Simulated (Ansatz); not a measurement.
Reaction (formal exchange of groups at a C–F bond): `CS[SiH2]CF` + CH₄ → `CC[SiH2]SC` + H–F

Gas-phase electronic energies from Ansatz, PBE0-D4/def2-TZVP geometries. CBS: MP2 limit from def2 TZ/QZ plus the TZ coupled-cluster correction, frozen cores. This one scheme is used for every species. Functionals use def2-TZVPP. One conformer a species, not always the lowest.

```csv
level,ΔE (kJ/mol)
r2SCAN-D4,-46.5
B2PLYP,-46.5
HF/def2-TZVPP,-36.1
MP2/def2-QZVPP,-72.5
```

Problem. What does CCSD(T)/CBS give? (Best estimate.)

Solution. Computed: -62.5 kJ/mol. The listed levels differ from it by 16.0, 16.0, 26.4, -10.0 kJ/mol.

Largest T1 diagnostic among the species: 0.011.

The D4 term adds −8.9 kJ/mol with B3LYP and −5.0 kJ/mol with PBE0; it sums over pairs of atoms, weighted by their polarisabilities, and B3LYP, whose exchange is more repulsive, gets the larger term. From PBE to PBE0 (25 % exact exchange), in def2-TZVPP and without D4, ΔE moves by −7.3 kJ/mol.

CCSD(T)/CBS has its own doubt, a few kJ/mol and more with outer-core shells, so smaller differences from it don't rank the levels.

B3LYP here is the variant with VWN-RPA as its local correlation; programs differ in this.
